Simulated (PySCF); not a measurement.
# Correlation energy of Si (silicon, neutral)

[Ne] 3s2 3p2, high-spin 3P determinant. Calculation: PySCF 2.14, in aug-cc-pV(D+d)Z (5s4p3d, 32 functions); the non-relativistic Hamiltonian (point nucleus). Frozen: [Ne]; 4 electrons correlated.

MP2 pair energies summed by pair of shells (mhartree):

```tsv
pair	energy	share (%)
3s-3p	-27.75	58.9
3s-3s	-14.28	30.3
3p-3p	-5.10	10.8
```

Total MP2 correlation energy: -47.14 mhartree.

Same-spin part -8.35 and opposite-spin part -38.78 mhartree; SCS-MP2 scales them by 1/3 and 6/5 to -49.32 mhartree.
